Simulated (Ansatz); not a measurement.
Steps of a relaxation of `C[Se][BH][GeH3]` with RKS PBE-D4/def2-SVP.

```sh
$ ansatz run in.yaml --threads 4 --pin off --events-out ev --progress --plain --max-ram 10444MiB
```

```yaml
crystal:
  periodic: [false, false, false]
  atoms:
    - {symbol: C, position_ang: [-0.335100, 1.771400, 0.930400]}
    - {symbol: Se, position_ang: [1.192100, 0.725500, 1.252500]}
    - {symbol: B, position_ang: [0.226200, -0.939100, 0.612500]}
    - {symbol: Ge, position_ang: [0.374000, -1.432400, -1.330600]}
    - {symbol: H, position_ang: [-1.230300, 1.444400, 1.516100]}
    - {symbol: H, position_ang: [-0.164500, 2.884700, 1.190300]}
    - {symbol: H, position_ang: [-0.627300, 1.772100, -0.152900]}
    - {symbol: H, position_ang: [-0.295200, -1.594000, 1.390200]}
    - {symbol: H, position_ang: [-1.144500, -1.462900, -1.835400]}
    - {symbol: H, position_ang: [1.126100, -0.387800, -2.086300]}
    - {symbol: H, position_ang: [0.943800, -2.838800, -1.466100]}
basis:
  gaussian: {orbitals: def2-SVP}
hamiltonian: {xc: pbe, dispersion: d4}
relax: {f_tol: 0.03, max_steps: 200}
```

Positions (Å) and forces (eV/Å) along the path, 13 of 18 steps:

```xyz
11
step=1 energy=-123656.3995 eV
C    -0.335    1.771    0.930   -1.950    2.161   -0.516
Se    1.192    0.726    1.252    1.292   -0.956    0.455
B     0.226   -0.939    0.613    1.430    1.347   -0.512
Ge    0.374   -1.432   -1.331   -1.470   -0.196    0.054
H    -1.230    1.444    1.516    0.267    0.085   -0.083
H    -0.165    2.885    1.190    0.092   -1.358   -0.147
H    -0.627    1.772   -0.153    0.084   -0.025    0.318
H    -0.295   -1.594    1.390   -1.046   -1.074    1.351
H    -1.145   -1.463   -1.835    0.553   -0.086   -0.038
H     1.126   -0.388   -2.086    0.543    0.536   -0.672
H     0.944   -2.839   -1.466    0.204   -0.433   -0.209
11
step=3 energy=-123656.7359 eV
C    -0.387    1.791    0.937   -0.371    0.425   -0.112
Se    1.239    0.763    1.337    0.045   -0.441   -0.044
B     0.280   -0.878    0.663    0.117   -0.203    0.406
Ge    0.347   -1.436   -1.333   -0.044    0.072   -0.071
H    -1.262    1.479    1.543    0.108   -0.065   -0.001
H    -0.128    2.834    1.209   -0.036   -0.064   -0.021
H    -0.650    1.771   -0.141    0.067   -0.048    0.060
H    -0.361   -1.558    1.480    0.171    0.281   -0.320
H    -1.107   -1.515   -1.890   -0.013    0.006   -0.035
H     1.153   -0.447   -2.220   -0.034   -0.019    0.022
H     0.942   -2.861   -1.563   -0.009    0.055    0.116
11
step=5 energy=-123656.7615 eV
C    -0.390    1.785    0.919   -0.005   -0.030   -0.055
Se    1.252    0.741    1.345    0.002   -0.004    0.060
B     0.302   -0.883    0.675   -0.005    0.033   -0.024
Ge    0.327   -1.409   -1.328   -0.041    0.050   -0.004
H    -1.256    1.427    1.507    0.014    0.007   -0.006
H    -0.148    2.822    1.215    0.008    0.009    0.008
H    -0.615    1.758   -0.165    0.002   -0.002    0.001
H    -0.350   -1.543    1.466    0.025   -0.038    0.015
H    -1.124   -1.494   -1.891    0.001   -0.017   -0.010
H     1.133   -0.427   -2.219   -0.006   -0.012    0.003
H     0.933   -2.834   -1.504    0.005    0.004    0.013
11
step=6 energy=-123656.7740 eV
C    -0.384    1.762    0.885    0.250   -0.177   -0.074
Se    1.260    0.728    1.388   -0.110    0.115    0.122
B     0.304   -0.871    0.699    0.031    0.043   -0.167
Ge    0.295   -1.364   -1.313   -0.128    0.088    0.029
H    -1.257    1.373    1.439   -0.019    0.071   -0.026
H    -0.158    2.794    1.206   -0.043    0.050   -0.013
H    -0.552    1.728   -0.209   -0.029    0.039    0.007
H    -0.311   -1.562    1.480    0.003   -0.201    0.147
H    -1.150   -1.472   -1.889    0.014   -0.025   -0.004
H     1.099   -0.390   -2.210    0.011    0.017   -0.012
H     0.919   -2.784   -1.457    0.021   -0.019   -0.009
11
step=7 energy=-123656.8104 eV
C    -0.371    1.742    0.839    0.408   -0.236   -0.096
Se    1.253    0.705    1.447   -0.303    0.180    0.115
B     0.303   -0.872    0.733    0.090    0.029   -0.220
Ge    0.255   -1.313   -1.291   -0.227    0.106    0.086
H    -1.264    1.330    1.346    0.013    0.143   -0.068
H    -0.168    2.771    1.187   -0.081    0.057   -0.042
H    -0.471    1.702   -0.264   -0.026    0.065    0.079
H    -0.245   -1.619    1.504    0.035   -0.329    0.210
H    -1.185   -1.447   -1.878    0.035   -0.031    0.001
H     1.051   -0.334   -2.188    0.027    0.050   -0.027
H     0.906   -2.722   -1.414    0.029   -0.034   -0.037
11
step=8 energy=-123656.8966 eV
C    -0.352    1.737    0.788    0.468   -0.226   -0.106
Se    1.216    0.674    1.514   -0.572    0.198    0.037
B     0.296   -0.895    0.774    0.153   -0.069   -0.136
Ge    0.209   -1.267   -1.263   -0.314    0.063    0.150
H    -1.278    1.311    1.225    0.113    0.214   -0.114
H    -0.177    2.761    1.167   -0.101    0.041   -0.089
H    -0.369    1.701   -0.325   -0.009    0.084    0.215
H    -0.142   -1.725    1.533    0.137   -0.327    0.145
H    -1.225   -1.430   -1.857    0.060   -0.028    0.007
H     0.987   -0.267   -2.150    0.035    0.089   -0.038
H     0.900   -2.657   -1.384    0.030   -0.038   -0.072
11
step=10 energy=-123657.2538 eV
C    -0.313    1.795    0.715    0.288   -0.142    0.015
Se    1.018    0.604    1.648   -0.866   -0.063   -0.105
B     0.275   -1.008    0.845    0.314   -0.154    0.201
Ge    0.134   -1.249   -1.206   -0.282   -0.092    0.109
H    -1.314    1.420    1.012    0.167    0.173   -0.110
H    -0.159    2.811    1.124    0.017    0.031   -0.117
H    -0.191    1.769   -0.390    0.052    0.043    0.191
H     0.136   -1.995    1.559    0.290    0.106   -0.139
H    -1.286   -1.459   -1.815    0.040    0.001    0.024
H     0.852   -0.162   -2.048   -0.016    0.103    0.013
H     0.913   -2.582   -1.425   -0.004   -0.006   -0.083
11
step=11 energy=-123657.4689 eV
C    -0.297    1.829    0.698   -0.036   -0.111    0.159
Se    0.847    0.571    1.727   -0.544   -0.293   -0.040
B     0.288   -1.072    0.866    0.230    0.096    0.174
Ge    0.107   -1.267   -1.187   -0.024   -0.136    0.009
H    -1.330    1.518    0.948    0.057    0.174   -0.155
H    -0.124    2.849    1.086    0.109    0.029   -0.045
H    -0.129    1.779   -0.392    0.115   -0.023   -0.038
H     0.294   -2.085    1.555    0.259    0.167   -0.109
H    -1.307   -1.474   -1.798   -0.029    0.011    0.043
H     0.801   -0.131   -1.997   -0.079    0.031    0.070
H     0.915   -2.573   -1.486   -0.060    0.054   -0.067
11
step=13 energy=-123657.7367 eV
C    -0.321    1.873    0.678   -0.143   -0.182   -0.074
Se    0.485    0.480    1.838   -0.188   -0.116    0.110
B     0.364   -1.159    0.866    0.161   -0.191    0.578
Ge    0.129   -1.326   -1.148   -0.059   -0.089   -0.482
H    -1.422    1.752    0.768    0.207    0.076   -0.101
H    -0.030    2.870    1.063    0.073   -0.119    0.021
H    -0.005    1.760   -0.379    0.006   -0.026    0.101
H     0.596   -2.171    1.552    0.013    0.578   -0.248
H    -1.342   -1.444   -1.652    0.021    0.003    0.072
H     0.734   -0.098   -1.897   -0.029   -0.029    0.005
H     0.877   -2.594   -1.670   -0.062    0.095    0.019
11
step=14 energy=-123657.7978 eV
C    -0.320    1.829    0.661   -0.065   -0.078    0.094
Se    0.326    0.450    1.946   -0.153   -0.088   -0.571
B     0.386   -1.134    0.877    0.218   -0.108    0.645
Ge    0.116   -1.294   -1.146   -0.010   -0.096   -0.287
H    -1.433    1.783    0.653    0.263    0.053   -0.062
H     0.013    2.810    1.051   -0.043   -0.014   -0.051
H     0.087    1.666   -0.364   -0.076   -0.046    0.331
H     0.717   -2.117    1.545   -0.111    0.279   -0.194
H    -1.375   -1.432   -1.583    0.062    0.045    0.072
H     0.694   -0.069   -1.916   -0.047    0.014   -0.001
H     0.854   -2.548   -1.702   -0.038    0.039    0.026
11
step=16 energy=-123657.8218 eV
C    -0.293    1.846    0.679   -0.035    0.185   -0.167
Se    0.194    0.419    1.943    0.030   -0.023   -0.017
B     0.385   -1.138    0.878   -0.090   -0.129    0.000
Ge    0.127   -1.327   -1.161    0.049    0.148   -0.018
H    -1.397    1.938    0.626    0.096   -0.044    0.024
H     0.135    2.803    1.042   -0.028   -0.137    0.021
H     0.113    1.617   -0.327   -0.044    0.005    0.103
H     0.664   -2.117    1.545    0.023    0.041    0.042
H    -1.355   -1.634   -1.533    0.036   -0.014    0.042
H     0.486   -0.004   -1.908   -0.003   -0.064   -0.050
H     1.005   -2.461   -1.763   -0.035    0.032    0.020
11
step=17 energy=-123657.8280 eV
C    -0.285    1.850    0.674   -0.012    0.022    0.042
Se    0.204    0.418    1.937   -0.010    0.028    0.027
B     0.373   -1.144    0.878   -0.007   -0.001   -0.025
Ge    0.126   -1.311   -1.163    0.020   -0.003   -0.006
H    -1.388    1.909    0.601    0.032   -0.004   -0.009
H     0.112    2.802    1.075   -0.011   -0.032   -0.016
H     0.154    1.638   -0.317   -0.003    0.024   -0.030
H     0.653   -2.111    1.559    0.005   -0.022   -0.009
H    -1.353   -1.648   -1.513   -0.008   -0.005    0.010
H     0.467   -0.012   -1.952   -0.001   -0.003    0.016
H     1.003   -2.447   -1.757   -0.004   -0.004    0.001
11
step=18 energy=-123657.8286 eV
C    -0.284    1.851    0.673   -0.009   -0.007   -0.018
Se    0.203    0.418    1.937    0.000    0.014    0.007
B     0.375   -1.143    0.877    0.005   -0.011   -0.007
Ge    0.126   -1.313   -1.162    0.000    0.003   -0.002
H    -1.385    1.897    0.582    0.001   -0.001    0.001
H     0.095    2.804    1.085    0.003    0.003    0.006
H     0.170    1.654   -0.315    0.002    0.009    0.009
H     0.659   -2.113    1.553   -0.001   -0.007    0.004
H    -1.358   -1.643   -1.502   -0.001    0.001    0.001
H     0.470   -0.013   -1.947   -0.001   -0.001   -0.002
H     0.993   -2.454   -1.760    0.000   -0.001    0.000
```

Run time 30 s (4 threads of an Arm Neoverse V1 on a shared host); peak host memory 0.19 GiB.
